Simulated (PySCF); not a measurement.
Species: C₇H₈FNO.
Cartesian coordinates in Å at the PBE0-D3(BJ)/def2-SVP level; atoms count from 1:
```
atom  x, y, z in Å
C1    -3.6208   -1.2550   -0.2608
C2    -2.7169   -0.3648    0.1482
C3    -1.8258    0.4185   -0.7656
N4    -0.4277    0.2073   -0.4709
C5     0.3970    1.2209   -0.0943
O6     0.0603    2.3847   -0.0081
C7     1.7576    0.7819    0.2039
C8     2.8940    0.4493    0.4659
C9     4.2605    0.0659    0.7886
F10    4.4708   -1.2749    0.6154
H11   -3.7681   -1.4719   -1.3243
H12   -4.2547   -1.7935    0.4479
H13   -2.5848   -0.1697    1.2193
H14   -1.9940    1.5000   -0.6410
H15   -2.0421    0.1681   -1.8184
H16   -0.0582   -0.7351   -0.4887
H17    4.9626    0.6258    0.1459
H18    4.4779    0.3306    1.8383
```

All values: PBE0/pcSseg-1 and B3LYP/def2-SVPD (PySCF, non-relativistic), on one gas-phase PBE0-D3(BJ)/def2-SVP geometry that isn't relaxed in the solvent. The solvent is an IEF-PCM continuum (Bondi radii, 1.10 Å for H, scaled by 1.2). The model holds no explicit solvent molecules, cavitation or dispersion.

Gas phase at PBE0/pcSseg-1: HOMO -7.59 eV, LUMO -0.95 eV, dipole 2.06 D.

Q: What does the continuum do to the energy, the frontier levels and the dipole at PBE0/pcSseg-1 in cyclohexane and acetone?

A: 
| solvent | ε | E(solvent) − E(gas) (kJ/mol) | polarisation term (kJ/mol) | distortion of the solute (kJ/mol) | HOMO (eV) | LUMO (eV) | dipole (D) |
| --- | --- | --- | --- | --- | --- | --- | --- |
| cyclohexane | 2.017 | -16.31 | -17.39 | 1.08 | -7.54 | -0.94 | 2.36 |
| acetone | 20.49 | -38.88 | -45.32 | 6.44 | -7.49 | -0.96 | 2.86 |

The first energy column is the sum of the next two and covers electrostatics alone. From cyclohexane to acetone the lowering changes by a factor 2.38, Onsager's factor (ε − 1)/(2ε + 1) by 2.30 and ε itself by 10.2.

Q: Which radius a makes the point-dipole formula ΔE = −[(ε − 1)/(2ε + 1)]·μ²/a³ give the value in acetone, with the gas-phase dipole?

A: μ = 0.811 au and |ΔE| = 0.01481 Eh give a = 1.45 Å; the farthest nucleus lies 5.00 Å from the centroid of the nuclei, so such a sphere wouldn't even hold the nuclei. The formula assumes a rigid point dipole at the centre of a sphere.

Q: Give the dipole vector in the frame of the coordinates (D, pointing from negative to positive charge), gas and acetone.

A: Gas (-0.05, -2.06, -0.16), solvent (0.18, -2.84, -0.24). Its length changes by +39 % and its direction by 5°.

Q: Which Hirshfeld charges (PBE0/pcSseg-1) respond most in acetone (means over atoms taken as equivalent)?

A: 
```
  atoms            environment  gas (e)  solvent (e)  change
     O6           amide oxygen   -0.275       -0.323  -0.048
    H16     amide N–H hydrogen   +0.134       +0.150  +0.016
H17/H18     methylene hydrogen   +0.066       +0.079  +0.013
    F10         alkyl fluorine   -0.115       -0.127  -0.012
     N4         amide nitrogen   -0.096       -0.084  +0.012
     C7          alkyne carbon   -0.052       -0.063  -0.011
    H11       vinylic hydrogen   +0.046       +0.051  +0.005
     C8          alkyne carbon   -0.033       -0.029  +0.004
     C9         sp3 C–F carbon   +0.046       +0.051  +0.005
     C5  amide carbonyl carbon   +0.175       +0.171  -0.004
    H12       vinylic hydrogen   +0.051       +0.053  +0.002
     C1   terminal =CH2 carbon   -0.098       -0.101  -0.003
```

Q: How do the nuclear quadrupole coupling constants eQVzz/h respond in acetone?

A: 
| nucleus | Q (barn) | gas (MHz) | solvent (MHz) | η gas | η solvent |
| --- | --- | --- | --- | --- | --- |
| 14N at N4 | 0.02044 | -4.66 | -4.29 | 0.06 | 0.14 |
| 17O at O6 | -0.0256 | 9.47 | 9.08 | 0.09 | 0.22 |

Gas phase at B3LYP/def2-SVPD: HOMO -7.42 eV, LUMO -1.27 eV, dipole 2.07 D.

Q: What does the continuum do to the energy, the frontier levels and the dipole at B3LYP/def2-SVPD in acetone?

A: 
```json
{"solvent": "acetone", "ε": "20.49", "E(solvent) − E(gas) (kJ/mol)": "-39.58", "polarisation term (kJ/mol)": "-47.34", "distortion of the solute (kJ/mol)": "7.76", "HOMO (eV)": "-7.29", "LUMO (eV)": "-1.26", "dipole (D)": "3.00"}
```

Q: How does the static polarisability (B3LYP/def2-SVPD, frozen core, with the continuum's full static response) change?

A: 
```json
{"medium": "gas", "isotropic (au)": "103.5", "principal values (au)": "70.6, 91.2, 148.8", "⟨r²⟩ of the electrons (bohr²)": "2592.9"}
{"medium": "acetone", "isotropic (au)": "133.7", "principal values (au)": "94.1, 124.3, 182.8", "⟨r²⟩ of the electrons (bohr²)": "2592.3"}
```

The isotropic value in acetone is 1.29 times the gas-phase one; no cavity-field correction is applied. ⟨r²⟩ is taken about the centre of nuclear charge.
